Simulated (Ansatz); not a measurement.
Wavefunction ladder for CH5F3Si2 (`C[SiH2][Si](F)(F)F`)

Z-matrix (Å, degrees):
```
C
Si 1 1.871
H 1 1.092 2 110.8
H 1 1.092 2 110.8 3 -120.2
H 1 1.092 2 110.4 3 119.9
Si 2 2.331 1 110.0 3 60.2
H 2 1.487 1 111.8 3 -58.8
H 2 1.487 1 111.8 3 179.1
F 6 1.583 2 113.0 1 -179.9
F 6 1.585 2 111.8 1 -59.5
F 6 1.585 2 111.8 1 59.6
```

The species carries charge 0 and has multiplicity 1. All single points use the PBE0-D4/def2-TZVP geometry. It is one conformer, not always the lowest. Frozen core, restricted reference, the Gaussian-basis code of Ansatz. CBS rows extrapolate triple and quadruple zeta; past MP2 they add the triple-zeta difference.

```tsv
basis	HF (Eh)	MP2 corr.	CCSD corr.	(T)	CCSD(T) total
def2-SVP	?	-0.88577	?	-0.01765	?
def2-TZVPP	-917.36537	-1.15969	-1.19695	?	?
def2-QZVPP	-917.40060	-1.26335	–	–	–
CBS(def2)	?	-1.34014	-1.37740	as TZ	?
```

Question: Fill in the withheld values. (An estimate is asked.)

Answer: Ansatz gave: def2-SVP HF (Eh): -916.70670; def2-SVP CCSD corr.: -0.93043; def2-SVP CCSD(T) total: -917.65478; def2-TZVPP (T): -0.03712; def2-TZVPP CCSD(T) total: -918.59944; CBS(def2) HF (Eh): -917.40546; CBS(def2) CCSD(T) total: -918.81998.
